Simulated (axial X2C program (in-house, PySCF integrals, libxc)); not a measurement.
# OPrO⁻: the levels of the configuration f(δφ)1 s1 f(π)0

Calculated with an axial X2C code built on PySCF integrals: two-component X2C with atomic mean-field Coulomb and Gaunt terms, basis O dyall-v3z, Pr dyall-v3z (cores contracted in-house). Orbitals come from Hartree–Fock averaged over the configuration Pr f(δφ)1 s1 f(π)0; CI then distributes these electrons over the f(δφ), s, f(π) shells of Pr.

O–Pr–O held linear, both bonds 1.804 Å (near the minimum of the configuration average).

Active spinors (ω > 0):

| shell | ω | ε (eV) | character |
| --- | --- | --- | --- |
| f(δφ) | 3/2 | 10.60 | 100% Pr f |
| f(δφ) | 5/2 | 10.71 | 100% Pr f |
| f(δφ) | 5/2 | 10.96 | 100% Pr f |
| f(δφ) | 7/2 | 11.11 | 100% Pr f |
| s | 1/2 | 1.97 | 86% Pr s, 12% Pr d |
| f(π) | 3/2 | 8.75 | 94% Pr f, 4% Pr p |
| f(π) | 1/2 | 8.75 | 94% Pr f, 4% Pr p |

Lowest levels of this model:

| Ω | energy (cm⁻¹) | g∥ | configuration |
| --- | --- | --- | --- |
| 2 | 0 | 2.14 | 100% f(δφ)1 s1 |
| 3 | 68 | 6.16 | 100% f(δφ)1 s1 |
| 1 | 1732 | 0.02 | 100% f(δφ)1 s1 |
| 2 | 1816 | 4.02 | 100% f(δφ)1 s1 |
| 4 | 2523 | 10.00 | 100% f(δφ)1 s1 |
| 3 | 2611 | 6.00 | 100% f(δφ)1 s1 |
| 3 | 3657 | 7.84 | 100% f(δφ)1 s1 |
| 2 | 3738 | 3.85 | 100% f(δφ)1 s1 |

g∥ is the magnitude of 2⟨Lz + ge Sz⟩ for the +Ω component.

From Ω and g∥ of the lowest level, whose 2⟨Lz + ge Sz⟩ is positive, find ⟨Sz⟩ and ⟨Lz⟩ (ge = 2.0023).

Ω = ⟨Lz⟩ + ⟨Sz⟩ = 2 and ⟨Lz⟩ + ge⟨Sz⟩ = 1.070, so ⟨Sz⟩ = -0.93 and ⟨Lz⟩ = 2.93.

Occupations of the active spinors in the lowest level by ω, shell by shell in order of energy: -7/2: 0.00; -5/2: 0.00 0.00; -3/2: 0.00 0.00; -1/2: 1.00 0.00; 1/2: 0.00 0.00; 3/2: 0.00 0.00; 5/2: 0.53 0.47; 7/2: 0.00. The leading determinant has weight 0.53 among 10.

This point took 2.8 s on 1 thread of Arm Neoverse V1, on a shared host.

Dynamic correlation is missing, so gaps between terms are too wide and other configurations may lie lower; the lowest level listed is that of this model, not necessarily the ground state. At most 6 roots were kept for each Ω > 0 (twice that for Ω = 0) within 3.5 eV of the lowest, so higher up levels can be missing between those listed; levels with Ω > 0 are doubly degenerate and listed once, Ω = 0 levels singly. States that fill the shells left empty in the average are placed too high. For an anion, levels above electron detachment are held by the basis set. The molecule was held linear; bending was not examined.
